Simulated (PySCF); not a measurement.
## Excitation energy of O⁺ by level of theory

O⁺ [He] 2s2 2p3 (4S) → O⁺ [He] 2s1 2p4 (4P), as a difference of total energies. Calculation: PySCF 2.14, in aug-cc-pCVTZ-DK; scalar relativity by spin-free X2C-1e. Correlated levels: valence: 1s2 frozen. The calculations carry no spin-orbit coupling.

| method | excitation energy (eV) |
| --- | --- |
| UHF | 14.984 |
| MP2 (valence) | 15.044 |
| SCS-MP2 (valence) | 15.053 |
| CCSD (valence) | 14.976 |
| CCSD(T) (valence) | 14.961 |

Problem. How much does correlation contribute at CCSD(T) (valence)?

Solution. 14.961 − (14.984) = -0.023 eV, measured against UHF.

Errors of the correlated levels include the incompleteness of this basis and the frozen core.

For comparison: 14.870 eV (measured; NIST levels, between the centres of gravity of the two terms).
